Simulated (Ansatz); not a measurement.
H₃W₂, relaxed as a doublet with UKS PBE-D4/def2-TZVP in Ansatz, starting from the GFN2-xTB geometry. Force threshold 0.02 eV/Å.

In the def2 sets W takes a core potential; there is no spin–orbit coupling. The charge 0 doublet is spin-contaminated (final ⟨S²⟩ up to 1.26, 0.75 for a pure state). The structure comes from a short search, and lower isomers may exist.

Start:

```xyz
5

W     1.4108   -0.1298    0.9859
W    -0.6879   -0.3555   -0.4150
H     1.7977    1.4256    1.0117
H    -1.1503   -2.0062   -0.5006
H    -1.3703    1.0659   -1.0821
```

```csv
step,energy (eV),largest force component (eV/Å),SCF passes
1,-3696.8763,2.685,86
2,-3697.4581,1.192,112
3 (rejected),-3696.5975,11.362,71
4,-3697.6547,0.626,55
5,-3697.8093,0.602,52
6,-3698.1267,1.093,54
7,-3698.4215,0.800,50
8,-3698.5369,1.148,48
9,-3698.6416,0.638,46
10,-3698.7548,0.173,48
11 (rejected),-3698.7498,0.103,43
12,-3698.7593,0.041,40
13 (rejected),-3698.7586,0.078,41
14,-3698.7597,0.003,39
```

Force components are those of the run's own axes.

End:

Cartesian coordinates in Å:
```
W 1.289 -0.271 0.428
W -0.870 -0.224 0.125
H 1.242 1.359 0.949
H -0.893 -1.862 -0.415
H -0.769 0.997 -1.087
```

By distances, no bond broke or formed. The bond that changes most is W1–W2, from 2.53 to 2.18 Å (atoms count from 1). The end is the same structure that another start reached, the lowest one found.

No frequencies were taken in this run, so the end may be a saddle point.

Hardware: 4 threads of Arm Neoverse V2 on a shared host. Wall time 29 s.
